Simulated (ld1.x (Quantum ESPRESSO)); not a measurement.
## Ranking RRKJ potentials for zirconium (Zr)

All share these settings but for the change named:

| Item | Value |
| --- | --- |
| Element | Zr (Z = 40) |
| Generator | ld1.x (Quantum ESPRESSO) 7.5 |
| Type | norm-conserving RRKJ (Kleinman–Bylander form) |
| Functional | LDA (PZ) |
| Relativity | scalar-relativistic |
| Frozen core | [Ar] 3d10 |
| Valence charge | 12 |
| Reference configuration | 4s2 4p6 4d2 5s0 5p0 (charge +2) |
| Partial waves | 4s (bound): rc 1.40 bohr; 4p (bound): rc 2.35 bohr; 4d (bound): rc 2.80 bohr |
| Local potential | the d channel |
| Core correction | Bessel-smoothed model core, default radius (core density twice the valence density) |
| rho0 | 0.01 |

Cutoff: the first of the cutoffs (Ry, on a coarse ladder) from which the occupation-weighted sum of valence levels, in a spherical-Bessel basis at the reference potential, stays within 10 and 1 mRy of its value at 400 Ry; the density cutoff is not measured.

The base gives 70 Ry.

Of 8 variants that were run, those that failed, showed a ghost or another fault, or gave nearly equal values are left out.

A variant can come out equal or close to the base.

Question: Rank these variants from softest to hardest (loose cutoff).
A. wave 4s (bound): rc 1.40 bohr becomes 4s (bound): rc 1.80 bohr
B. core [Kr], valence charge 4; reference 4d2 5s2 5p0; waves now 5s (bound): rc 3.30 bohr; 5p (bound): rc 3.35 bohr; 4d (bound): rc 2.15 bohr; local potential all-electron potential smoothed inside 2.95 bohr (lloc = -1)
C. functional Wu–Cohen

Answer: B (25 Ry), A (40 Ry), C (70 Ry).
